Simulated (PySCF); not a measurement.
# [AlCl4]-: 4 charge schemes on one density

[AlCl4]- (charge -1).
Cartesian coordinates in Å at the PBE0-D3(BJ)/def2-SVP level; atoms count from 1:
```xyz
5
AlCl4 angstrom
Al    -0.003    0.000    0.003
Cl    -0.006   -0.024    2.165
Cl     2.035    0.010   -0.709
Cl    -1.018    1.772   -0.708
Cl    -1.008   -1.758   -0.751
```

Density: PBE0/pcSseg-1 (pcSseg-2 on Al) (PySCF); schemes: Mulliken, IAO, Hirshfeld and ESP-fitted. Isolated species at its PBE0-D3(BJ)/def2-SVP geometry, gas phase. The pcSseg-1 basis has no diffuse functions, a weakness for an anion.

**Question.** Atoms with like bonding are taken together and averaged. Which atoms carry the lowest charge in the Mulliken, IAO, Hirshfeld and ESP-fitted schemes?

**Answer.** All schemes agree: Mulliken Cl2/Cl3/Cl4/Cl5 (-0.451); IAO Cl2/Cl3/Cl4/Cl5 (-0.458); Hirshfeld Cl2/Cl3/Cl4/Cl5 (-0.319); ESP-fitted Cl2/Cl3/Cl4/Cl5 (-0.391).

**Question.** Do the Mulliken, IAO, Hirshfeld and ESP-fitted schemes agree on where the charge is highest?

**Answer.** All schemes agree: Mulliken Al1 (+0.803); IAO Al1 (+0.832); Hirshfeld Al1 (+0.277); ESP-fitted Al1 (+0.563).

**Question.** At which atom do the 4 schemes differ most?

**Answer.** At Al1: from +0.277 (Hirshfeld) to +0.832 e (IAO), 0.555 e apart.

**Question.** What partial charge does each atom carry?

**Answer.** In e; atoms taken as equivalent share a row and are averaged (×n: the atom named and its like, n in all):

| atom | environment | Mulliken | IAO | Hirshfeld | ESP-fitted |
| --- | --- | --- | --- | --- | --- |
| Al1 | aluminium bonded to 4 Cl | +0.803 | +0.832 | +0.277 | +0.563 |
| Cl2/Cl3/Cl4/Cl5 | chlorine bonded to Al | -0.451 | -0.458 | -0.319 | -0.391 |

Mean size of the charges over all atoms: IAO 0.533 e, Mulliken 0.521 e, ESP-fitted 0.425 e, Hirshfeld 0.311 e. Each set sums to the total charge, -1, to within 0.001 e. The Mulliken scheme counts on each atom the diagonal of the density matrix times the overlap matrix over that atom's basis functions. The IAO scheme counts the electrons in orthogonalised intrinsic atomic orbitals, a minimal basis polarised so that it spans the occupied orbitals exactly.

**Question.** Sum the charges by element, for elements with more than one atom.

**Answer.** 
| element | atoms | Mulliken | IAO | Hirshfeld | ESP-fitted |
| --- | --- | --- | --- | --- | --- |
| Cl | 4 | -1.803 | -1.832 | -1.278 | -1.563 |

**Question.** How many electrons does the Hirshfeld scheme count on Cl2?

**Answer.** Its own charge is -0.319 e, so Z − q = 17.319.

These values come from a run that also computed NMR shieldings. On one thread of an x86-64 server, shared host, this took 13 s of wall time.
